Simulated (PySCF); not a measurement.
Species: CH6FO3Si3 (doublet state).
SMILES with atom numbers: `[F:1][Si@:2]1([O:3][SiH2:4])[O:5][CH2:6][SiH2:7][O:8]1` (hydrogens: H9, H10 on Si4; H11, H12 on C6; H13, H14 on Si7)

Cartesian coordinates in Å at the GFN2-xTB level; atoms count from 1:
```xyz
14
CH6FO3Si3 angstrom
F      0.627   -1.405    1.760
Si     0.445   -0.330    0.585
O      1.876    0.151    0.092
Si     3.454    0.159    0.523
O     -0.508    0.872    1.070
C     -1.808    0.935    0.494
Si    -1.902   -0.466   -0.825
O     -0.392   -1.039   -0.612
H      3.588    1.062    1.657
H      3.882   -1.214    0.742
H     -2.530    0.816    1.306
H     -1.935    1.941    0.086
H     -1.971    0.039   -2.188
H     -2.827   -1.519   -0.433
```

The hyperfine couplings belong to this conformer and change with its torsions.

Level of theory: UKS B3LYP, pcH-1 on C F H O Si, non-relativistic, mean-field spin-orbit, GIAO in PySCF. One conformer (not necessarily the lowest) at the GFN2-xTB geometry, without solvent, vibrations or thermal averaging. A GFN2-xTB geometry isn't a minimum of the functional, and hyperfine couplings can be far from their values at a DFT geometry, by a factor of two or more for some ions and for spin on atoms past the first row. Stability of the SCF solution: not tested.

Principal values of hyperfine tensors in MHz (contact, dipolar and spin–orbit terms together), for some of the nuclei:

| atom | isotope | A1 | A2 | A3 |
| --- | --- | --- | --- | --- |
| Si4 | 29Si | -772.73 | -522.11 | -521.22 |
| H9 | 1H | 82.44 | 92.43 | 99.59 |
| O3 | 17O | -69.33 | -42.83 | -42.10 |
| Si2 | 29Si | -38.22 | -30.92 | -30.87 |
| F1 | 19F | -4.80 | -2.75 | 3.78 |
| O5 | 17O | -1.01 | -0.49 | -0.44 |
| C6 | 13C | 0.08 | 0.09 | 0.49 |
| O8 | 17O | -0.05 | 0.28 | 0.31 |

**Question.** Split each tensor into its isotropic and traceless parts, and turn a_iso into mT with g = 2.0025.

**Answer.** a_iso = (A1 + A2 + A3)/3, Ti = Ai − a_iso; 1 mT corresponds to 28.028 MHz. The tensors hold a spin–orbit part: the run splits a_iso into a_FC + a_SO, and T includes its anisotropic share.

| atom | a_iso (MHz) | a_FC | a_SO | a_iso (mT) | T1 | T2 | T3 |
| --- | --- | --- | --- | --- | --- | --- | --- |
| Si4 | -605.35 | -606.45 | 1.10 | -21.598 | -167.38 | 83.24 | 84.14 |
| H9 | 91.49 | 91.48 | 0.01 | 3.264 | -9.05 | 0.94 | 8.11 |
| O3 | -51.42 | -51.35 | -0.07 | -1.835 | -17.91 | 8.59 | 9.32 |
| Si2 | -33.33 | -33.38 | 0.04 | -1.189 | -4.88 | 2.42 | 2.46 |
| F1 | -1.26 | -1.28 | 0.02 | -0.045 | -3.54 | -1.50 | 5.04 |
| O5 | -0.64 | -0.64 | 0.00 | -0.023 | -0.36 | 0.16 | 0.21 |
| C6 | 0.22 | 0.22 | 0.00 | 0.008 | -0.14 | -0.13 | 0.27 |
| O8 | 0.18 | 0.18 | 0.00 | 0.006 | -0.23 | 0.10 | 0.13 |

**Question.** What spin density at the nucleus of O3 lies behind its contact coupling (g_N = -0.75752)?

**Answer.** a_FC = (2μ0/3) gₑ μB g_N μN ρ(0)/(2S·h) = 800.24 MHz × g_N × ρ(0)/(2S), with ρ in bohr⁻³. With a_FC = -51.35 MHz and 2S = 1, ρ(0) = 0.0847 bohr⁻³. The nuclear moment is negative, so coupling and spin density have opposite signs.

**Question.** H10 (1H, g_N = 5.58569) isn't in the table. Its spin density at the nucleus is 0.02063 bohr⁻³. What is its contact coupling?

**Answer.** By the same relation, a_FC = 92.2 MHz. Its full tensor has the principal values 83.16, 93.17, 100.31 MHz.

**Question.** Name the largest traceless tensor T of the table and describe it.

**Answer.** Si4: -167.4, 83.2, 84.1 MHz (the dipolar term alone has -166.3, 82.9, 83.4), axial, in the ratio +1:+1:−2, the form that spin in one p orbital centred on that nucleus gives (the nuclear moment is negative).

**Question.** In a single crystal, with the field along each principal axis of the tensor of O3 in turn, what first-order splitting does this nucleus give (isotropic g, quadrupole terms neglected)?

**Answer.** 6 lines (I = 5/2), spaced by |A_i|/(g × 13.996): 2.47, 1.53, 1.50 mT along the axes of A1, A2 and A3.
